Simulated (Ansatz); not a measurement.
One change: `BOBF` becomes `FBOCS`.

Ansatz, PBE0-D4/def2-TZVP geometries, multiplicity 1. Each molecule was computed in one conformer, which needn't be the lowest.

```tsv
property	`BOBF`
LUMO energy (PBE/def2-TZVPP) / eV	-2.37
HOMO energy (PBE/def2-TZVPP) / eV	-7.54
LUMO energy (PBE0/def2-TZVPP) / eV	-1.30
HOMO energy (B3LYP/def2-TZVPP) / eV	-8.87
HOMO–LUMO gap (PBE/def2-TZVPP) / eV	5.17
LUMO energy (B3LYP/def2-TZVPP) / eV	-1.55
```

Problem. What does the change do to each property? (An estimate is asked.)

Solution. Ansatz gave: 
```
                           property  `FBOCS`  shift
  LUMO energy (PBE/def2-TZVPP) / eV    -1.07   1.30
  HOMO energy (PBE/def2-TZVPP) / eV    -6.25   1.29
 LUMO energy (PBE0/def2-TZVPP) / eV    -0.06   1.24
HOMO energy (B3LYP/def2-TZVPP) / eV    -7.27   1.60
HOMO–LUMO gap (PBE/def2-TZVPP) / eV     5.18   0.01
LUMO energy (B3LYP/def2-TZVPP) / eV    -0.33   1.22
```

With PBE0 the HOMO rises by 1.54 eV and the LUMO rises by 1.24 eV, so the gap narrows by about 0.30 eV. PBE moves the HOMO by 1.29 eV and ωB97M-V by 1.67 eV. The zero-point energy changes by 44.2 kJ/mol with +6 modes.

B3LYP here is the variant with VWN-RPA as its local correlation; programs differ in this.
